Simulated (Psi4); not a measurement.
I, doublet (core potentials on I). Base run: R2SCAN/def2-SVP in Psi4.

Geometry (Å):
```xyz
1

I      0.0000     0.0000     0.0000
```
Charge 0, spin multiplicity 2.
Orbitals are unrestricted.
All else is at Psi4's defaults (density fitting).
Base energy -297.78564 Eh.

The base run was repeated with changes; each row names its change, and settings that it needs were set with it.

```tsv
change	ΔE vs base (mEh)	SCF cycles	grid points	basis functions	outcome
base	0.000	9	19322	26	converged
level_shift = 1.0	0.000	9	19322	26	converged
dft_spherical_points = 974	0.001	9	61362	26	converged
dft_radial_points = 99	0.149	9	25066	26	converged
guess = sapgau	0.000	10	19322	26	converged
scf_type = mem_df	0.000	9	19322	26	converged
basis_guess = sto-3g	-	-	-	26	stopped with an error
basis_guess = true	0.000	1	19322	26	converged
dft_spherical_points = 590	0.001	9	37170	26	converged
damping_percentage = 50	-0.053	30	19322	26	converged
guess = sadno	0.000	8	19322	26	converged
guess = huckel	0.000	6	19322	26	converged
scf_type = dfdirj+link	0.000	9	19322	26	converged
```

Open shells are given as the SCF converged; they aren't shown to be the lowest states, and a large step between rows can be another state.

- basis_guess = sto-3g: ended with `psi4.driver.p4util.exceptions.ValidationError: Projecting from basis (STO-3G) with (0) ECP electrons to basis (DEF2-SVP) with (28) ECP electrons will be a disaster. Select a compatible cast-up basis with 'set guess_basis YOUR_BASIS_HERE'.`
